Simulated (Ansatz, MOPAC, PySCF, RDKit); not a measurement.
Noncovalent pair: NH3 (SMILES N) (first 4 atoms) with C3H6 (SMILES C=CC); geometry from B3LYP-D3(BJ)/def2-TZVP, rigid monomers moved along the line of their centres of mass till H4···C6 is 3.66 Å.
(charge 0, multiplicity 1):
```xyz
13

N     -0.211    -0.209     0.537
H     -0.712    -0.855    -0.062
H      0.738    -0.148     0.187
H     -0.165    -0.623     1.462
C      0.156    -0.865     5.278
C     -0.488     0.262     5.000
C      0.156     1.577     4.701
H      1.240    -0.902     5.320
H     -0.372    -1.788     5.481
H     -1.575     0.248     4.970
H     -0.192     2.349     5.392
H      1.243     1.514     4.775
H     -0.104     1.906     3.691
```

| level | interaction energy (meV) | cost |
|---|---|---|
| UFF | -22.1 | - |
| PM3 | -7.0 | - |
| HF/STO-3G (no counterpoise) | -10.9 | - |
| HF/6-31G* | -23.4 | - |
| PBE/def2-TZVPPD | -33.3 | ×1 |
| PBE-D4/def2-TZVPPD | -48.2 | ×1 |
| r2SCAN-D4/def2-TZVPPD | -42.3 | ×1 |
| B3LYP/6-311+G** (no counterpoise) | -24.2 | - |
| B3LYP-D3(BJ)/def2-TZVPPD | -41.0 | ×1 |
| B3LYP-D4/def2-TZVPPD | -37.9 | ×1 |
| M06-2X/6-31G* (no counterpoise) | -49.5 | - |
| wB97X-V/def2-TZVPPD | -43.1 | ×3 |
| SCS-MP2/aug-cc-pVDZ | -35.8 | - |
| CCSD(T)/aug-cc-pVDZ | -39.6 | ×10 |

The rows run from -49.5 (M06-2X/6-31G* (no counterpoise)) to -7.0 meV (PM3). The dispersion term adds -14.9 in PBE-D4.

Counterpoise-corrected where a basis set is named; no monomer relaxation. Rows marked so take none. RDKit's UFF carries no charges.

Correlated levels freeze the cores. Rows in 6-311+G**, 6-31G*, STO-3G carry no dispersion term and start afresh at each structure (6-31G* with six Cartesian d functions). The state that PM3 reach isn't checked.

The values were computed with Ansatz (Gaussian orbitals); MOPAC for PM3 (differences of heats of formation); PySCF for 6-311+G** rows, 6-31G* rows, STO-3G rows, the dispersion terms; RDKit for the force fields. 

Costs are rough ratios of core time to PBE/def2-TZVPPD (about 12 s over the structures, on one shared machine); a dash marks a level with no comparable run of its own.

Ansatz is a first-principles code.
